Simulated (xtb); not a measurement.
BiCl3, SMILES [Cl][Bi]([Cl])[Cl]. All values are semi-empirical tight-binding results from xtb (GFN2-xTB unless named), good for trends rather than for accurate numbers. Geometry: GFN2-xTB. The isomer is the one that the SMILES or the coordinates give; other isomers of the formula were not compared.

Optimised geometry:

```xyz
4

Bi     0.0000     0.0000     0.5028
Cl    -1.8101    -1.0451    -0.8183
Cl     0.0000     2.0902    -0.8183
Cl     1.8101    -1.0451    -0.8183
```

For metal compounds this method's bond lengths and energies can be far off.

Computed properties:
```
Quantity                                       Result
-------------------------------------  --------------
point group as xtb finds it                       C3v
orbital gap                                   5.35 eV
zero-point energy                        1.6 kcal/mol
G − E(el) at 298.15 K (modified RRHO)  -19.3 kcal/mol
```

Computed atomic charges and the Wiberg bond orders between heavy atoms:
charges (e) Bi1 0.86, Cl2 -0.29, Cl3 -0.29, Cl4 -0.29. Bond orders Bi1–Cl2 0.91, Bi1–Cl3 0.91, Bi1–Cl4 0.91.
